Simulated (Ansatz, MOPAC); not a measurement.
Isomers of CH4Si: 1 is C=[SiH2], 2 is C[SiH]; one conformer of each (the lowest of an xTB search), B3LYP-D3(BJ)/def2-TZVP minima.
Isomer 1 (charge 0, multiplicity 1, Z-matrix in Å and degrees):
```
Si
C 1 1.7009
H 2 1.0823 1 122.25
H 2 1.0823 3 115.51 1 180.00
H 1 1.4730 2 122.63 3 -180.00
H 1 1.4730 5 114.74 2 180.00
```
Isomer 2 (charge 0, multiplicity 1):
```xyz
6

C     -0.5234    -0.0110     0.0884
Si     1.2516    -0.0282     0.7697
H     -0.6834     0.8963    -0.5069
H     -1.2883    -0.0636     0.8631
H     -0.6635    -0.8484    -0.6061
H      1.9070     0.0549    -0.6083
```

No zero-point or thermal terms.

Cores are frozen in the correlated methods. The state that PM3, PM6 reach isn't checked.

Run with Ansatz (a first-principles code); MOPAC for PM3, PM6 (differences of heats of formation). 

Predict the electronic energy of isomer 2 less that of isomer 1 from SCS-MP2/cc-pV(T+d)Z.

2.6 kcal/mol

Predict the electronic energy of isomer 2 less that of isomer 1 from PM6.

3.9 kcal/mol

Give the electronic energy of isomer 2 less that of isomer 1 at the level PM3.

6.6 kcal/mol
